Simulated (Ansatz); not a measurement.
Computed with Ansatz on PBE0-D4/def2-TZVP structures; ΔE is electronic, products minus reactants. CCSD(T)/CBS is the MP2 limit (def2-TZVPP, def2-QZVPP) plus CCSD(T) − MP2 in def2-TZVPP, frozen cores. This one scheme is used for every species, atoms too. Functionals use def2-TZVPP. No spin–orbit coupling; open shells (•) take unrestricted orbitals. Spin–orbit coupling would lower the free atoms: a little for C, Cl; clearly for Ga. For Ga outer-core shells are correlated without core-valence functions, so the limit isn't a true one: a few kJ/mol of doubt a bond, and 10 to 20 or more in all where bonds break to atoms. Scalar relativity is left out up to krypton. One conformer a species, not always the lowest.

Consider the atomization: `C[CH2][Ga][Cl]`• → 2 C• + Cl• + Ga• + 5 H•.

CCSD(T)/CBS gives +3083.7 kJ/mol.

Problem. Another level gave +3100.4 kJ/mol. Which?
A. HF/def2-TZVPP
B. BLYP-D4/def2-TZVPP
C. PBE0/def2-TZVPP
D. B97M-V/def2-TZVPP

Solution. D. B97M-V 3100.4, PBE0 3092.9, BLYP-D4 3057.4, HF/def2-TZVPP 2341.8 kJ/mol.

Largest T1 diagnostic among the species: 0.013.

From r2SCAN to r2SCAN0 (25 % exact exchange), in def2-TZVPP and without D4, ΔE moves by −32.0 kJ/mol: exact exchange takes away binding that semilocal exchange gives to molecules. In def2-TZVPP, CCSD(T) changes the Hartree–Fock value by +681.9 kJ/mol (the triples alone add +41.0 kJ/mol) and MP2 by +723.3 kJ/mol; breaking electron pairs costs correlation energy, which Hartree–Fock lacks.

For atomizations the MP2-based limit and the directly extrapolated one differ by several kJ/mol either way, and by 10 to 25 for some Ge, Se and Sn compounds, so smaller differences from it don't rank the levels.
